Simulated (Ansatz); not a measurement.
The same ligand exchange along the group B, Al, Ga, In.

Gas-phase electronic energies from Ansatz, PBE0-D4/def2-TZVP geometries. CCSD(T)/CBS adds triple-zeta CCSD(T) − MP2 to the extrapolated MP2 energy (def2 sets, frozen cores). This one scheme is used for every species. Functionals use def2-TZVPP. B3LYP here is the variant with VWN-RPA as its local correlation; programs differ in this. def2 core potentials past Kr. For Br, Ga, In outer-core shells are correlated without core-valence functions, which leaves a few kJ/mol of doubt a bond. Scalar relativity is left out up to krypton. Each species was taken in one conformer, which may not be the lowest.

| reaction | HF/CBS(def2) (kJ/mol) | MP2/CBS(def2) (kJ/mol) | B3LYP-D4 (kJ/mol) | ωB97M-V (kJ/mol) | CCSD(T)/CBS(def2) (kJ/mol) |
| --- | --- | --- | --- | --- | --- |
| `CNB(F)F` + HBr → `FB(F)Br` + CH₃NH₂ | 65 | 54 | 62 | 59 | 57 |
| `C[NH][Al]([F])[F]` + HBr → `[F][Al]([F])[Br]` + CH₃NH₂ | -71 | -65 | -56 | -60 | -62 |
| `C[NH][Ga]([F])[F]` + HBr → `[F][Ga]([F])[Br]` + CH₃NH₂ | -89 | -70 | -74 | -76 | -69 |
| `C[NH][In]([F])[F]` + HBr → `[F][In]([F])[Br]` + CH₃NH₂ | -142 | -111 | -115 | -117 | -112 |

Largest T1 diagnostic: 0.016, for `C[NH][In]([F])[F]`.
